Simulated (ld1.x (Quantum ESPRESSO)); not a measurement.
# Before and after: PAW potential for F

* Element: F (Z = 9)
* Generator: ld1.x (Quantum ESPRESSO) 7.5
* Type: PAW
* Functional: PBEsol
* Relativity: non-relativistic
* Frozen core: [He]
* Valence charge: 7
* Reference configuration: 2s2 2p4.75 (charge +0.25)
* Partial waves: 2s (bound): rcut 0.65, rcutus 0.85 bohr; 2s channel at 2.6 Ry: rcut 0.65, rcutus 0.85 bohr; 2p (bound): rcut 1.35, rcutus 1.75 bohr; 2p channel at 3.25 Ry: rcut 1.35, rcutus 1.75 bohr; 3d channel at -0.1 Ry: rcut 1.05, rcutus 1.25 bohr
* Local potential: all-electron potential smoothed inside 0.85 bohr (lloc = -2)
* Core correction: Bessel-smoothed model core, default radius (core density twice the valence density)
* Augmentation charge: BESSEL, radius 0.55 bohr

All-electron outer shells of the reference configuration (PBEsol, non-relativistic, ld1.x):

```json
{"shell": "2s", "level (eV)": "-33.67", "outermost node (bohr)": "0.24", "outermost maximum (bohr)": "0.76"}
{"shell": "2p", "level (eV)": "-14.99", "outermost node (bohr)": "–", "outermost maximum (bohr)": "0.70"}
```

Change: wave 2s channel at 2.6 Ry: rcut 0.65, rcutus 0.85 bohr becomes 2s channel at -2.04 Ry: rcut 0.65, rcutus 0.85 bohr.

Cutoffs: the cutoffs (Ry, on a coarse ladder) from which the occupation-weighted sum of valence levels, in a spherical-Bessel basis at the reference potential, stays within 10 and 1 mRy of its value at 400 Ry; they do not see the model core or the augmentation charge, which bear on the density cutoff. Errors are all-electron minus pseudo energies relative to the spin-unpolarised reference configuration.

Q: Predict the effect on cutoff, ghosts and configuration errors.

A: The potential gets neither clearly harder nor softer (25 Ry and 50 Ry → 25 Ry and 50 Ry); of the 7 tests that both files solve, the error grows in 3 and shrinks in 0 by more than 15 % and 0.3 meV (median size 5.0 → 5.0 meV); neither file shows a bound ghost.

```tsv
quantity	base	changed
cutoff, loose	25 Ry	25 Ry
cutoff, tight	50 Ry	50 Ry
bound ghosts	none	none
error for 2s2 2p5, meV [ΔE -3.25 eV]	+0.3	+0.4
error for 2s2 2p4, meV [ΔE 16.08 eV]	+2.7	+3.3
error for 2s2 2p3, meV [ΔE 54.37 eV]	+6.7	+6.8
error for 2s2 2p2, meV [ΔE 114.86 eV]	+1.9	+2.3
error for 2s1 2p5, meV [ΔE 34.97 eV]	+5.0	+5.0
error for 2s2 2p1, meV [ΔE 200.45 eV]	+76	+122
error for 2s1 2p6, meV [ΔE 15.36 eV]	+13	+14
s: phases at 1.91 bohr within 0.05 rad from the reference energy up to (Ry; the scan ends near 5)	to the end of the scan	to the end of the scan
p: phases at 1.91 bohr within 0.05 rad from the reference energy up to (Ry; the scan ends near 5)	to the end of the scan	to the end of the scan
d: phases at 1.91 bohr within 0.05 rad from the reference energy up to (Ry; the scan ends near 5)	to the end of the scan	to the end of the scan
lowest overlap eigenvalue by channel	s 0.56, p 0.81, d 0.87	s 0.57, p 0.81, d 0.87
```
